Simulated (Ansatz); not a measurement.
The same path of BClH3N + H3P (10 atoms, charge 0, multiplicity 1) was run 3 times with different band settings. Lost on the way: P7–H10. Made: B1–P7, N2–H10.

All numbers below come from Ansatz 0.2.0, RKS PBE0/6-31G*.

Relaxed end points:

```xyz
10
Properties=species:S:1:pos:R:3
B 0.253 -0.745 0.159
N 0.278 -0.899 1.538
H -0.552 -0.937 2.112
H 1.143 -1.002 2.047
H 1.256 -0.718 -0.484
Cl -1.305 -0.573 -0.675
P -0.933 3.346 1.001
H -2.168 2.847 0.506
H -1.530 3.924 2.157
H -0.613 2.130 1.667
```

```xyz
10
Properties=species:S:1:pos:R:3
B -0.175 0.557 0.244
N -0.278 -0.084 1.739
H -0.035 -1.077 1.725
H 0.344 0.394 2.392
H 0.967 0.392 -0.105
Cl -1.363 -0.475 -0.743
P -0.680 2.460 0.260
H -1.860 2.351 1.060
H 0.142 2.859 1.362
H -1.233 -0.004 2.092
```

Common settings: spring 5.0 eV/Å²; optimiser quadratic models (default); force threshold 0.05 eV/Å; end points relaxed.

| run | movable images | climbing image | start path | iteration limit |
| --- | --- | --- | --- | --- |
| 1 | 7 | yes | through a guess of the saddle point | 25 |
| 2 | 7 | yes | straight line | 24 |
| 3 | 6 | no | through a guess of the saddle point | 21 |

What does each run give, and how far can it be trusted?

Run 1: converged after 18 iterations, highest image 1.874 eV above the first end. Neighbouring images differ by up to 1.5 eV, so the band resolves the path poorly. A vibrational analysis at the climbing image gives one clearly imaginary mode, 1312i cm⁻¹: a first-order saddle point.
Run 2: converged after 21 iterations, highest image 1.874 eV above the first end. Neighbouring images differ by up to 1.7 eV, so the band resolves the path poorly. Another band between the same ends (7 images) ends at a top of the same energy, where a vibrational analysis finds 1 clearly imaginary mode.
Run 3: converged after 16 iterations, highest image 1.161 eV above the first end. No image climbed, so the highest image needn't sit at the top of the path. A band with more images between the same ends climbed to 1.87 eV, so this one has probably stepped over the top.
The orbitals stay closed-shell, which can raise the energy where a bond breaks towards radicals; this wasn't checked here.
